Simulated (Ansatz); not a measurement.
`CBOC` → `BOC` + `[CH2]` (triplet)  (formal loss of a carbene)

Calculated with Ansatz (gas phase, PBE0-D4/def2-TZVP geometries, no zero-point term in ΔE). CCSD(T)/CBS adds triple-zeta CCSD(T) − MP2 to the extrapolated MP2 energy (def2 sets, frozen cores). This one scheme is used for every species. Functionals use def2-TZVPP. Triplets are unrestricted, without spin–orbit coupling. One conformer a species, not always the lowest.

```json
{"level": "LDA (SPW92)", "ΔE (kJ/mol)": "565.3"}
{"level": "PBE-D4", "ΔE (kJ/mol)": "495.3"}
{"level": "PBE0-D4", "ΔE (kJ/mol)": "487.0"}
{"level": "CCSD/CBS(def2)", "ΔE (kJ/mol)": "475.8"}
```

**Question.** What does CCSD(T)/CBS give? (An estimate is asked.)

**Answer.** The calculation gave: +486.5 kJ/mol. The listed levels differ from it by 78.8, 8.8, 0.5, -10.7 kJ/mol.

Largest T1 diagnostic among the species: 0.014.

The D4 term adds +7.5 kJ/mol with B3LYP and +4.1 kJ/mol with PBE0; it sums over pairs of atoms, weighted by their polarisabilities, and B3LYP, whose exchange is more repulsive, gets the larger term. At CCSD(T), def2-SVP lies −20.2 kJ/mol from the extrapolated value and def2-TZVPP −11.8 kJ/mol. From r2SCAN to r2SCAN0 (25 % exact exchange), in def2-TZVPP and without D4, ΔE moves by −4.4 kJ/mol.

B3LYP here is the variant with VWN-RPA as its local correlation; programs differ in this.
